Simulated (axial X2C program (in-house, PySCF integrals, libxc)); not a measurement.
**Low determinants of TcS at the PBE0 level, 2c**

All values were computed with an in-house relativistic program for diatomic molecules. Two-component (2c) means X2C with spin–orbit coupling and atomic mean-field two-electron Coulomb and Gaunt terms. Basis: Tc dyall-cv3z [12s12p8d5f3g], S dyall-av3z [9s8p3d2f] (cores contracted in-house); Gaussian nuclei, density fitting, unrestricted open shells. Masses: Tc 98.907 u, S 31.972 u.

Search at 2.140 Å (vertical energies from the lowest determinant):

```
ΔE (eV)    state  electrons beyond evenly filled partner blocks  electrons in ±ω = 1/2, 3/2, 5/2, 7/2
   0.00  Ω = 5/2                                        ω = 5/2                             40 16 3 0
   1.15  Ω = 1/2                    ω = -1/2, ω = -3/2, ω = 5/2                             41 15 3 0
   1.22  Ω = 3/2                     ω = 1/2, ω = -3/2, ω = 5/2                             41 15 3 0
   1.26  Ω = 9/2                      ω = 1/2, ω = 3/2, ω = 5/2                             39 17 3 0
   1.31  Ω = 7/2                           2 × ω = 1/2, ω = 5/2                             40 16 3 0
   1.32  Ω = 1/2                          2 × ω = 3/2, ω = -5/2                             40 16 3 0
   1.35  Ω = 3/2                                        ω = 3/2                             40 15 4 0
```

Lowest determinant, Ω = 5/2 (⟨Sz⟩ = 2.49, ⟨Lz⟩ = 0.01 at PBE0): Re = 2.117 Å, ωe = 514.2 cm⁻¹.

The determinant in row 2 of the search, Ω = 1/2 (⟨Sz⟩ = 1.50, ⟨Lz⟩ = -1.00 at PBE0), was followed along the bond at PBE0; measured from the minimum of the lowest determinant it gives:

Te = 1.136 eV (9160 cm⁻¹), Re = 2.091 Å, ωe = 451.4 cm⁻¹.

Problem. Compare the bond of the determinant in row 2 with that of the lowest one.

Solution. At PBE0 its Re is 0.026 Å shorter and its force constant, which goes as ωe², is 0.77 times that of the lowest determinant. T0 ≈ Te + Δωe/2 = 9160 + (-31) = 9129 cm⁻¹.

The search compares states at one distance, so a state with another bond length can lie lower; it is not exhaustive and yields mostly the lowest determinant of each block pattern, so other components and higher states of one pattern are missing. These are energies of single determinants, not of spin-adapted states; PBE0 term energies can be off by some tenths of an eV, and the functional has no current term.
